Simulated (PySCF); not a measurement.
## A series of derivatives of [SiH3]CCC1=C[SiH2]C1

Parent skeleton `[SiH3:1][CH2:2][CH2:3][C:4]1=[CH:5][SiH2:6][CH2:7]1`; one hydrogen on atom 7 is replaced by X. Hydrogens on one atom are averaged.

Non-relativistic Hamiltonian, gas phase, one averaged value for each set of equivalent atoms, one conformer. GFN2-xTB structure; σ from GIAO-PBE0/pcSseg-1; PySCF 2.14.

Shifts are taken against calculated references (same method and geometry level): TMS for 29Si (σ = 349.16 ppm) and 13C (σ = 186.93 ppm) and 1H (σ = 31.72 ppm).

Parent (X = H): Si1 -69.3, C2 11.7, C3 38.5, C4 180.6, C5 131.4, Si6 -54.4, C7 19.0, H(Si1) 3.88, H(C2) 0.97 ppm. Effects are Δδ = δ(X) − δ(H), positive for deshielding.

(1) Give Δδ (ppm) for X = CH2NH2, F, ethynyl, OCH3, vinyl.

(2) Which position responds most, and to which substituents?

Results:

(1) 
| X | SMILES | Si1 | C2 | C3 | C4 | C5 | Si6 | C7 | H(Si1) | H(C2) |
| --- | --- | --- | --- | --- | --- | --- | --- | --- | --- | --- |
| CH2NH2 | NC[C@@H]1[SiH2]C=C1CC[SiH3] | -1.2 | -9.2 | -3.7 | +0.1 | -2.2 | +0.6 | +30.9 | -0.05 | +0.07 |
| F | F[C@@H]1[SiH2]C=C1CC[SiH3] | -4.2 | -6.3 | -5.2 | -0.1 | +8.6 | +12.2 | +70.3 | -0.20 | +0.13 |
| ethynyl | C#C[C@@H]1[SiH2]C=C1CC[SiH3] | -0.8 | +4.7 | -0.9 | +0.6 | +1.4 | +12.6 | +7.3 | -0.03 | +0.57 |
| OCH3 | CO[C@@H]1[SiH2]C=C1CC[SiH3] | -0.7 | -9.3 | -4.3 | +0.2 | +0.7 | +2.5 | +64.1 | -0.01 | +0.08 |
| vinyl | C=C[C@H]1[SiH2]C=C1CC[SiH3] | -0.3 | +1.0 | +0.5 | +3.0 | +0.6 | +7.2 | +28.8 | -0.06 | +0.16 |

(2) C7: from +7.3 ppm with ethynyl to +70.3 ppm with F.
